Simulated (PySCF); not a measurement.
C4H4F3O2S (doublet state).
SMILES with atom numbers: `[CH2:1]/[CH:2]=[CH:3]\[S:4](=[O:5])(=[O:6])[C:7]([F:8])([F:9])[F:10]` (hydrogens: H11, H12 on C1; H13 on C2; H14 on C3)

Geometry (GFN2-xTB, Å), atoms numbered from 1 in this order:
```xyz
14
C4H4F3O2S angstrom
C      1.7886    1.0018   -0.4693
C      1.6954   -0.1214    0.3068
C      0.6421   -1.0095    0.3061
S     -0.8183   -0.8088   -0.6532
O     -1.5544   -2.0306   -0.6709
O     -0.6084   -0.0929   -1.8723
C     -1.8130    0.3773    0.4581
F     -3.0348    0.5824   -0.0049
F     -1.1809    1.5505    0.5407
F     -1.8952   -0.1248    1.6913
H      2.6473    1.6456   -0.4009
H      1.0192    1.2565   -1.1758
H      2.5107   -0.3496    0.9851
H      0.6010   -1.8771    0.9369
```

The hyperfine couplings belong to this conformer and change with its torsions.

Level of theory: UKS B3LYP, pcH-1 on C F H O S, non-relativistic, mean-field spin-orbit, GIAO (PySCF 2.14.0). One conformer (not necessarily the lowest) at the GFN2-xTB geometry, without solvent, vibrations or thermal averaging. Couplings are sensitive to structure, and on GFN2-xTB geometries they can be far from those on DFT ones. Stability of the SCF solution: not tested. ⟨S²⟩ is 0.773 where a pure state has 0.75.

(1) Give the principal g shifts and their parts.

(2) What effective moment and Curie constant follow for a powder?

(3) Average each term over the three axes. Which is largest in size?

(4) In a frozen sample, at which fields do the three g values resonate at 9.5, 34, 94 and 263 GHz (hyperfine left aside), and which band first spreads them over more than twice a line width of 1.0 mT?

Answers

(1) 
| Δg (ppm) | 1 | 2 | 3 |
| --- | --- | --- | --- |
| relativistic mass correction | -144 | -144 | -144 |
| gauge correction | 12 | 31 | 33 |
| orbital Zeeman/spin–orbit | -21 | 305 | 511 |
| total | -153 | 192 | 400 |

So g = 2.00217, 2.00251, 2.00272 and g_iso = 2.00247; the tensor is rhombic: the two nearest values differ by 38 % of g3 − g1. 

(2) With the mean of g² = 4.0099 and S(S+1) = 0.75: μ_eff = √(⟨g²⟩S(S+1)) = 1.734 μB and χT = 0.12505·⟨g²⟩·S(S+1) = 0.376 cm³ K/mol (cgs; spin-Hamiltonian part alone).

(3) The orbital-Zeeman/spin–orbit term 265, the mass correction -144 and the gauge correction 25 ppm, for a total of 146 ppm. The orbital-Zeeman/spin–orbit term is the largest in size. The mass correction is the same along every axis, so the anisotropy comes from the other two: their spans along these axes are 21 (gauge) and 532 ppm (orbital Zeeman/spin–orbit).

(4) 
```json
{"band": "X", "GHz": "9.5", "B(g3) mT": "338.92", "B(g2) mT": "338.95", "B(g1) mT": "339.01", "spread mT": "0.09"}
{"band": "Q", "GHz": "34.0", "B(g3) mT": "1212.96", "B(g2) mT": "1213.09", "B(g1) mT": "1213.30", "spread mT": "0.34"}
{"band": "W", "GHz": "94.0", "B(g3) mT": "3353.48", "B(g2) mT": "3353.83", "B(g1) mT": "3354.41", "spread mT": "0.93"}
{"band": "J", "GHz": "263.0", "B(g3) mT": "9382.62", "B(g2) mT": "9383.59", "B(g1) mT": "9385.21", "spread mT": "2.59"}
```

The spread grows in proportion to the frequency. J band is the first where it exceeds 2.0 mT.

Largest spin populations (Mulliken): C1 (+0.66), C3 (+0.61) and C2 (-0.22). The positive populations add up to 1.31 and the negative ones to -0.31, together 2S = 1. The angles at C1 add up to 360.0°, so it is planar; its axial dipolar tensor and the negative couplings of its protons fit spin in a p orbital normal to that plane.

The HOMO–LUMO gaps are 6.10 eV among the α and 4.61 eV among the β orbitals.
